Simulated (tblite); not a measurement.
C6H15PSi.
Atom-mapped SMILES: `[CH3:1][CH2:2][P:3]([SiH2:4][CH3:5])[CH:6]1[CH2:7][CH2:8]1` (hydrogens: H9, H10, H11 on C1; H12, H13 on C2; H14, H15 on Si4; H16, H17, H18 on C5; H19 on C6; H20, H21 on C7; H22, H23 on C8)

The geometry is computed with GFN2-xTB (gas phase).

Some entries are withheld. Bonds in one row agree within 0.01 Å.

| coordinate | value |
| --- | --- |
| C1–C2 | 1.524 Å |
| C2–P3 | ? |
| P3–Si4 | ? |
| Si4–C5 | 1.898 Å |
| P3–C6 | ? |
| C6–C7, C6–C8 | 1.502 Å |
| C7–C8 | ? |
| C1–H9, C1–H10, C1–H11 | 1.088 Å |
| C2–H12, C2–H13 | 1.093 Å |
| Si4–H14, Si4–H15 | 1.471 Å |
| C5–H16, C5–H17, C5–H18 | 1.086 Å |
| C6–H19 | 1.087 Å |
| C7–H20, C8–H23 | 1.080 Å |
| C7–H21, C8–H22 | 1.080 Å |
| C1–C2–P3 | 111.8° |
| C2–P3–Si4 | 98.1° |
| C2–P3–C6 | ? |
| Si4–P3–C6 | ? |
| P3–Si4–C5 | 108.0° |
| P3–C6–C7 | 118.3° |
| P3–C6–C8 | 119.0° |
| C7–C6–C8 | ? |
| C6–C7–C8 | 60.3° |

Question: Estimate the withheld lengths and angles.

Answer: 
- C2–P3 = 1.864 Å, drawn single (sp3 carbon bound to phosphorus to three-coordinate phosphorus); 0.03 Å above the sum of covalent radii, 1.83 Å.
- P3–Si4 = 2.246 Å, drawn single (three-coordinate phosphorus to SiH2 silicon); 0.07 Å above the sum of covalent radii, 2.18 Å.
- P3–C6 = 1.840 Å, drawn single (three-coordinate phosphorus to sp3 carbon bound to phosphorus); 0.01 Å above the sum of covalent radii, 1.83 Å.
- C7–C8 = 1.493 Å, drawn single (both ends three-membered-ring carbon); 0.03 Å below the sum of covalent radii, 1.52 Å.
- C2–P3–C6 = 98.4°, at the three-coordinate phosphorus; the outer atoms are 2.803 Å apart.
- Si4–P3–C6 = 98.4°, at the three-coordinate phosphorus; the outer atoms are 3.105 Å apart.
- C7–C6–C8 = 59.6°, at the sp3 carbon bound to phosphorus, inside a 3-membered ring; the outer atoms are 1.493 Å apart.

Radii are Cordero's, carbon taken as 0.76, 0.73 or 0.69 Å for four, three, and two or fewer neighbours.

Its GFN2-xTB frequencies are all real (lowest 36 cm⁻¹). One conformer, not necessarily the lowest (C1–C2–P3–Si4 175°, C2–P3–Si4–C5 -173°, C2–P3–C6–C7 -170°).
